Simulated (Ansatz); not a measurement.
[AuF4]- (AuF4⁻). Total charge -1; singlet. Geometry relaxed at PBE0-D4/def2-SVPD.

```xyz
5

Au    0.000    0.000    0.000
F     1.737    0.267   -0.806
F     0.234    1.613    1.040
F    -1.737   -0.267    0.806
F    -0.234   -1.613   -1.040
```

In the def2 sets Au takes a core potential; there is no spin–orbit coupling.

Question: Estimate the harmonic wavenumbers at RKS PBE0-D4/def2-SVPD (Ansatz, unscaled). Is this a minimum?

Answer: 179, 211, 229, 247, 247, 552, 574, 595, 595 cm⁻¹. Yes, no mode is imaginary beyond noise. Zero-point energy 20.5 kJ/mol. It took 41 s on 2 threads of Arm Neoverse V1 on a shared host.
